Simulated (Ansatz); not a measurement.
`CCB(F)Br` + H₂O → `CCO` + `FBBr` at 500 K and 1 bar (formal hydrolysis of a C–B bond).

Program: Ansatz. Geometries: PBE0-D4/def2-TZVP. ΔE: electronic, gas phase. CCSD(T)/CBS is the MP2 limit (def2-TZVPP, def2-QZVPP) plus CCSD(T) − MP2 in def2-TZVPP, frozen cores. This one scheme is used for every species. For Br outer-core shells are correlated without core-valence functions, which leaves a few kJ/mol of doubt a bond. Scalar relativity is left out up to krypton. One conformer a species, not always the lowest.

| species | CCSD(T)/CBS energy (Eh) | H − E (kJ/mol) | S (J/(mol·K)) |
| --- | --- | --- | --- |
| `CCB(F)Br` | -2777.13014 | 233.3 | 405.0 |
| H₂O | -76.37941 | 73.2 | 206.3 |
| `CCO` | -154.88256 | 240.4 | 310.3 |
| `FBBr` | -2698.59010 | 64.0 | 301.5 |

H − E and S are ideal-gas, rigid-rotor, harmonic terms from PBE0-D4/def2-TZVP, for one conformer and one mirror image of each species. 1 Eh = 2625.50 kJ/mol, R = 8.31446 J/(mol·K).

Q: By hand: ΔE, ΔH, ΔS and ΔG.

A: ΔE = (-154.88256) + (-2698.59010) − (-2777.13014) − (-76.37941) = 0.03689 Eh = 96.9 kJ/mol. Δ(H − E) = 240.4 + 64.0 − 233.3 − 73.2 = -2.1, so ΔH = 94.8 kJ/mol. ΔS = 310.3 + 301.5 − 405.0 − 206.3 = 0.5 J/(mol·K). ΔG = 94.8 − 500 × (0.5)/1000 = 94.5 kJ/mol.

Q: By hand: the equilibrium constant, and the temperature at which ΔG would vanish if ΔH and ΔS stayed fixed.

A: log₁₀ K = −ΔG/(RT ln 10) = -9.9. ΔG = 0 at ΔH/ΔS = 189600 K, far beyond where these terms or the molecules hold.

The number of gas molecules stays the same, so ΔS is small and ΔH decides. A doubt of 5 kJ/mol in ΔE shifts log₁₀ K by 0.5 here. Other conformers and mirror images would add mixing entropy, several J/(mol·K) or more a flexible species. Modes under 60 cm⁻¹, often nearly free rotors, make the harmonic entropy too high. These are equilibria of isolated gas molecules and say nothing of rates. Largest T1 diagnostic: 0.011 (customary marks: 0.02 for closed shells, 0.045 for open ones).
